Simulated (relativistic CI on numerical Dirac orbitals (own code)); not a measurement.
**Pd⁵⁺: M2,3 absorption edge**

Computed with this model: Dirac-Coulomb-Breit CI, separate exchange-only KLI orbitals for each configuration, QED by a radiative potential, valence Slater integrals scaled by 0.8, multiplet model of core-to-valence dipole absorption; configurations [Kr] 4d5 → [Ne] 3s2 3p5 3d10 4s2 4p6 4d6; 300 K; Lorentzian 1.2 eV and Gaussian 0.4 eV FWHM. Energies are those of the free ion, without screening or charge transfer. The branching ratio is the share of the lower-energy edge in the whole absorption, uncertain by about 0.02 where the edges overlap. S is read from ⟨S²⟩ = S(S + 1).

Field parameters in Wybourne normalisation: D3d B²₀ = −7Dσ, B⁴₀ = −14Dq − 21Dτ, B⁴₃ = −14√(10/7) Dq; Oh B⁴₀ = 21Dq, B⁴₄ = √(5/14) B⁴₀; Td as Oh with Dq negative (B⁴₀ = 21Dq, B⁴₄ = √(5/14) B⁴₀). The field is a parameter set, without covalency.

free ion: ground-state S = 2.48, centroid 549.77 eV, branching ratio 0.776. Peaks (eV, height): 543.2 (100), 571.8 (29).

Td, 10Dq = -13250 cm⁻¹: ground-state S = 2.47, centroid 549.53 eV, branching ratio 0.783. Peaks (eV, height): 542.5 (68), 543.8 (100), 571.0 (20), 572.5 (27).

Oh, 10Dq = 22200 cm⁻¹: ground-state S = 1.16, centroid 546.16 eV, branching ratio 0.883. Peaks (eV, height): 542.5 (100), 571.2 (14), 573.2 (6).

Oh, 10Dq = 14450 cm⁻¹: ground-state S = 2.47, centroid 549.46 eV, branching ratio 0.786. Peaks (eV, height): 542.5 (100), 544.0 (83), 571.2 (28), 573.0 (22).

D3d, 10Dq = 40900, Dσ = 680, Dτ = 30 cm⁻¹: ground-state S = 0.53, centroid 548.79 eV, branching ratio 0.818. Peaks (eV, height): 540.2 (46), 544.2 (100), 572.5 (29).

The statistical ratio of this edge is 2/3 = 0.667. Values above it arise where the holes sit mainly in the j = l + 1/2 valence subshell or the ground state has high spin; values below it where core-valence Coulomb terms move weight to the upper edge, as in nearly empty shells.

Strongest unbroadened transitions for D3d, 10Dq = 40900, Dσ = 680, Dτ = 30 cm⁻¹:

```
Energy (eV)  Relative strength
     540.11               46.7
     540.15               58.4
     543.40               11.2
     544.08               47.3
     544.11              100.0
     544.17                7.3
     544.44               15.3
     544.45               15.4
     544.87                8.8
     544.89               12.1
     545.61                9.1
     546.25               10.9
     546.29                8.9
     572.23               18.0
     572.37               16.3
     572.44                8.0
     573.00                9.2
     573.02                9.0
```
